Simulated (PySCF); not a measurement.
trifluoro(fluorosilyloxy)silane (F4H2OSi2), SMILES F[SiH2]O[Si](F)(F)F. Atoms are numbered in the order given.

```xyz
9

Si     1.8531     0.5330     0.8056
F      2.4477    -0.9535     0.5951
O      0.4056     0.6220     0.0081
Si    -1.0260    -0.0081    -0.3785
F     -2.1271     1.1400    -0.4385
F     -1.4847    -1.0863     0.7023
F     -0.9721    -0.7198    -1.8013
H      1.6287     0.7415     2.2544
H      2.7727     1.5095     0.1836
```
Charge 0, spin multiplicity 1.

Coordinates come from a PBE0-D3(BJ)/def2-SVP optimisation. Other conformers were not sampled.

Method: PBE0-D3(BJ)/def2-SVP (PySCF 2.14.0).

Frequencies are harmonic and unscaled.

Computed harmonic wavenumbers and intensities:
| mode | ν (cm⁻¹) | IR (km/mol) | moving atoms (share of kinetic energy) |
|---|---|---|---|
| 1 | 20 | 0.6 | F 76 %, O 18 % |
| 2 | 24 | 2.3 | F 54 %, Si 17 %, H 16 %, O 13 % |
| 3 | 42 | 0.5 | F 55 %, O 21 %, Si 15 %, H 8 % |
| 4 | 214 | 1.0 | F 88 %, Si 11 % |
| 5 | 251 | 1.2 | F 75 %, O 20 % |
| 6 | 305 | 9.4 | F 68 %, Si 17 %, O 14 % |
| 7 | 332 | 81.5 | F 59 %, Si 31 % |
| 8 | 375 | 47.4 | F 56 %, Si 22 %, O 20 % |
| 9 | 413 | 47.2 | O 45 %, F 37 %, Si 17 % |
| 10 | 610 | 5.3 | Si 48 %, F 35 %, O 10 % |
| 11 | 710 | 130.3 | H 69 %, Si 19 % |
| 12 | 735 | 1.9 | H 95 % |
| 13 | 870 | 84.9 | F 61 %, Si 28 % |
| 14 | 888 | 74.3 | F 43 %, H 42 %, Si 15 % |
| 15 | 969 | 188.2 | H 78 %, Si 15 % |
| 16 | 986 | 169.4 | H 55 %, Si 30 %, F 14 % |
| 17 | 1017 | 214.1 | Si 50 %, F 49 % |
| 18 | 1022 | 267.3 | Si 50 %, F 49 % |
| 19 | 1182 | 636.6 | O 74 %, Si 23 % |
| 20 | 2305 | 76.2 | H 97 % |
| 21 | 2322 | 122.4 | H 96 % |
